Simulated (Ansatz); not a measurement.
`[GaH2][SbH][SeH]` → Ga• + 4 H• + Sb• + Se•  (atomization)

Program: Ansatz. Geometries: PBE0-D4/def2-TZVP. ΔE: electronic, gas phase. CCSD(T)/CBS adds triple-zeta CCSD(T) − MP2 to the extrapolated MP2 energy (def2 sets, frozen cores). This one scheme is used for every species, atoms too. Functionals use def2-TZVPP. Open shells (•) are unrestricted, without spin–orbit coupling. Spin–orbit coupling would lower the free atoms: clearly for Ga, Se. def2 core potentials past Kr. Bonds to Ga, Sb, Se are less sure, by a few kJ/mol each and by 10 to 20 or more in all where they break to atoms, as the def2 sets lack core-valence functions. Scalar relativity is left out up to krypton. Each species was taken in one conformer, which may not be the lowest.

| level | ΔE (kJ/mol) | difference from CCSD(T)/CBS |
| --- | --- | --- |
| BLYP-D4 | 1520.8 | -26.1 |
| BHLYP-D4 | 1493.1 | -53.8 |
| CAM-B3LYP-D4 | 1520.6 | -26.3 |
| PBE | 1510.5 | -36.4 |
| revPBE | 1446.2 | -100.7 |
| BLYP | 1479.2 | -67.7 |
| r2SCAN | 1526.1 | -20.8 |
| r2SCAN0 | 1498.7 | -48.2 |
| BHLYP | 1458.9 | -88.0 |
| HF/def2-SVP | 972.5 | -574.4 |
| CCSD/def2-SVP | 1352.0 | -194.9 |
| MP2/def2-TZVPP | 1459.6 | -87.3 |
| CCSD(T)/def2-TZVPP | 1489.8 | -57.1 |
| HF/def2-QZVPP | 987.6 | -559.3 |
| SCS-MP2/def2-QZVPP | 1511.1 | -35.8 |
| CCSD/CBS(def2) | 1516.9 | -30.0 |
| CCSD(T)/CBS | 1546.9 | 0 |

Largest T1 diagnostic among the species: 0.013.

From BLYP to BHLYP (50 % exact exchange), in def2-TZVPP and without D4, ΔE moves by −20.3 kJ/mol: exact exchange takes away binding that semilocal exchange gives to molecules. In def2-TZVPP, CCSD(T) changes the Hartree–Fock value by +505.2 kJ/mol (the triples alone add +29.9 kJ/mol) and MP2 by +475.0 kJ/mol; breaking electron pairs costs correlation energy, which Hartree–Fock lacks.

For atomizations the MP2-based limit and the directly extrapolated one differ by several kJ/mol either way, and by 10 to 25 for some Ge, Se and Sn compounds, so smaller differences from it don't rank the levels.
